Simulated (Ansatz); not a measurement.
Two isomers of C3H10AlN: A = `CC(C)[NH][AlH2]`, B = `C[CH2][AlH][CH2]N`.

Calculated with Ansatz (gas phase, PBE0-D4/def2-TZVP geometries, no zero-point term in ΔE). CBS: MP2 limit from def2 TZ/QZ plus the TZ coupled-cluster correction, frozen cores. Functionals use def2-TZVPP. B3LYP here is the variant with VWN-RPA as its local correlation; programs differ in this. Each species was taken in one conformer, which may not be the lowest.

A:

```xyz
15

C    -0.886   -1.192   -0.820
C    -0.257    0.101   -0.319
C    -1.317    1.047    0.228
N     0.781   -0.159    0.663
Al    2.507    0.211    0.572
H    -0.127   -1.852   -1.244
H    -1.643   -0.997   -1.583
H    -1.372   -1.723    0.005
H     0.229    0.593   -1.171
H    -0.866    1.987    0.553
H    -2.079    1.269   -0.523
H    -1.819    0.598    1.091
H     0.403   -0.613    1.485
H     3.032    0.922   -0.743
H     3.414   -0.192    1.806
```

B:

Z-matrix (Å, degrees):
```
C
C 1 1.528
H 1 1.095 2 111.6
H 1 1.093 2 111.5 3 -119.8
H 1 1.094 2 112.2 3 119.7
Al 2 1.962 1 118.6 3 60.6
H 2 1.100 1 109.9 3 -177.0
H 2 1.099 1 110.4 3 -63.1
C 6 1.969 2 124.5 1 7.1
H 6 1.596 2 118.5 1 -172.2
N 9 1.462 6 114.8 2 15.2
H 9 1.106 6 109.2 2 -115.1
H 9 1.100 6 104.4 2 133.9
H 11 1.013 9 111.7 6 -176.1
H 11 1.010 9 111.6 6 -56.5
```

(1) Which isomer does CCSD(T)/CBS put lower? Give the gap. (Best estimate.)

(2) Give E(B) − E(A) in kcal/mol with r2SCAN-D4, PBE0-D4, PBE-D4, B3LYP-D4, B3LYP, BLYP-D4, ωB97M-V. (An estimate is asked.)

(3) Does the order hold for the free energy at 298.15 K (harmonic terms from PBE0-D4)? (Estimate.)

Largest T1 diagnostic: 0.011.

Answers

(1) Computed: A, by 27.1 kcal/mol.

(2) Computed: r2SCAN-D4 26.6, PBE0-D4 24.9, PBE-D4 24.4, B3LYP-D4 26.5, B3LYP 25.6, BLYP-D4 26.3, ωB97M-V 25.9. None reverses the order clearly.

(3) Computed: Yes: G(B) − G(A) = +26.5 kcal/mol, for one conformer each.

At CCSD(T), def2-SVP lies +5.1 kcal/mol from the extrapolated value and def2-TZVPP +0.8 kcal/mol. From BLYP to BHLYP (50 % exact exchange), in def2-TZVPP and without D4, E(B) − E(A) moves by +2.2 kcal/mol.
